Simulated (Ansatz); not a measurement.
Born–Oppenheimer molecular dynamics of C2H7BO (11 atoms, charge 0, multiplicity 1). It goes on from the last frame of an earlier run, with new velocities.

These are results of RKS PBE0/6-31G* (Ansatz 0.2.0), not measurements.

```yaml
ensemble: NVT, Langevin thermostat
time_step: 0.5 fs
steps_asked: 150
set_temperature: 300 K
friction: 0.001 /fs
seed: 175531
```

First frame:

```xyz
11
Properties=species:S:1:pos:R:3
B -0.010 -0.030 0.029
O 0.043 -0.228 1.369
H -0.838 -0.507 1.652
C 1.335 0.172 -0.773
H 1.325 -0.678 -1.495
H 1.398 1.027 -1.349
H 2.203 0.102 -0.147
C -1.347 -0.098 -0.798
H -2.291 0.042 -0.194
H -1.257 0.694 -1.599
H -1.563 -1.063 -1.340
```

Problem. How far do the bonds stretch over the last three quarters of this one trajectory? (Pairs bonded in most of those frames.)

Solution. 
```csv
bond,mean (Å),spread (Å),shortest,longest
B1–O2,1.367,0.007,1.36,1.38
B1–C4,1.583,0.024,1.53,1.61
B1–C8,1.590,0.027,1.55,1.63
O2–H3,0.967,0.006,0.95,0.98
C4–H5,1.100,0.018,1.06,1.13
C4–H6,1.111,0.055,1.03,1.19
C4–H7,1.095,0.016,1.07,1.12
C8–H9,1.102,0.026,1.06,1.14
C8–H10,1.102,0.031,1.06,1.15
C8–H11,1.103,0.029,1.05,1.15
```

Mean temperature of the second half: 279 K. A run of 0.075 ps of so small a system gives no equilibrium averages.

Time of the run: 4.7 min on 1 thread of Intel(R) Xeon(R) Platinum 8488C (Sapphire Rapids) (shared host), peak memory 0.15 GiB.
